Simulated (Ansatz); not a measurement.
System: fluoro selenohypofluorite, SeF₂ (charge 0, singlet). SMILES: F[Se]F
Coordinates optimised at B3LYP-D3(BJ)/def2-TZVP (Ansatz, a program for electronic structure):
```
Se
F 1 1.7472
F 1 1.7472 2 96.84
```

Property: vertical triplet-singlet gap (E(triplet) - E(singlet); each state is the SCF solution reached for its spin), in eV. Cores are frozen in the correlated levels unless marked. UHF or UKS for open shells. Spin-orbit coupling is left out. The frozen core is the preceding noble-gas configuration, with the filled d and f shells of earlier blocks. No relativistic terms. CBS(X,Y): correlation extrapolated as X^-3; Hartree-Fock from the larger set. [CCSD(T)-MP2]/basis is that difference in the basis named.

```tsv
level	program	vertical triplet-singlet gap (eV)
HF/aug-cc-pVTZ	Ansatz	1.95
SVWN5/def2-TZVPD	Ansatz	2.10
wB97M-V/def2-TZVPD	Ansatz	2.27
CCSD/aug-cc-pVDZ	Ansatz	2.23
CCSD(T)/aug-cc-pVTZ	Ansatz	2.25
RI-MP2/CBS(aug-cc-pVTZ,aug-cc-pVQZ)+[CCSD(T)-MP2]/aug-cc-pVDZ	Ansatz	2.30
RI-MP2/CBS(aug-cc-pVTZ,aug-cc-pVQZ)+[CCSD(T)-MP2]/aug-cc-pVTZ	Ansatz	2.31
```
